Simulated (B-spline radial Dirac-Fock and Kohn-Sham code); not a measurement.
These are calculated numbers from a radial B-spline solver; the model is Dirac-Fock (average of configuration) total-energy differences with a finite nucleus, the Breit interaction including its frequency dependence, and self-energy and vacuum-polarisation corrections. Free neutral atoms.

Question: Order these X-ray lines by photon energy, lowest first.
A. Sm Lℓ
B. Ta Lγ1
C. Eu Lβ2
D. Sm Lβ4
E. Bi Lα2
F. Tm Lη

Answer: A (4987.6 eV), D (6197.2 eV), C (6837.0 eV), F (7305.0 eV), E (10729.4 eV), B (10893.4 eV).
